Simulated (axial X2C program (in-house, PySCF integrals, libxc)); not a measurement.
# Curves of ZnGa by EOM-EA-CCSD

Calculated with an in-house all-electron X2C program for linear molecules (integrals from PySCF): two-component X2C with atomic mean-field Coulomb and Gaunt terms, Gaussian nuclei, basis Ga dyall-acv3z, Zn dyall-acv3z with contracted cores.

Energies in eV from the lowest point of the lowest state; states are followed by energy order within each Ω. Reference: ZnGa⁺, 14 electrons correlated in 92 virtual spinors with an MP2 remainder; levels at this size can be off by some tenths of an eV. Masses 68.926 and 63.929 u.

| R (Å) | (1)Ω=1/2 | (1)Ω=3/2 | (2)Ω=1/2 | (3)Ω=1/2 | (2)Ω=3/2 | (4)Ω=1/2 |
| --- | --- | --- | --- | --- | --- | --- |
| 2.459 | 0.0870 | 0.1406 | 0.6186 | 2.6667 | 2.7026 | 3.2840 |
| 2.566 | 0.0248 | 0.0779 | 0.4590 | 2.5063 | 2.5418 | 3.1304 |
| 2.673 | 0.0003 | 0.0535 | 0.3547 | 2.4072 | 2.4422 | 3.0288 |
| 2.793 | 0.0000 | 0.0539 | 0.2828 | 2.3514 | 2.3856 | 2.9571 |
| 2.914 | 0.0151 | 0.0705 | 0.2428 | 2.3403 | 2.3734 | 2.9148 |
| 3.074 | 0.0437 | 0.1020 | 0.2189 | 2.3754 | 2.4068 | 2.8858 |

(1) Fit the curves (1)Ω=1/2, (1)Ω=3/2 near their minima.

No minimum in range: (2)Ω=1/2, (4)Ω=1/2; the order of states may turn beyond it. T1 of the reference reaches 0.019 (Lee–Taylor). Curves followed by order can swap character. Number of frozen shells: Ga 3 s, 2 p, 1 d; Zn 3 s, 2 p. Roots with under 60 % one-particle weight at any point are counted in the labels but not shown, and the list ends where the roots sought for some Ω run out; states that need a further excitation are missing and may lie low or lowest. Curves with a minimum but no constants failed the fit check.

Results:

(1) At EOM-EA-CCSD from ZnGa⁺ (the fit fixes ωe to about one per cent; ωe of higher roots by this method can be off by ten per cent):

| state | Te (cm⁻¹) | Re (Å) | ωe (cm⁻¹) |
| --- | --- | --- | --- |
| (1)Ω=1/2 | 0 | 2.732 | 110.2 |
| (1)Ω=3/2 | 430 | 2.728 | 113.2 |
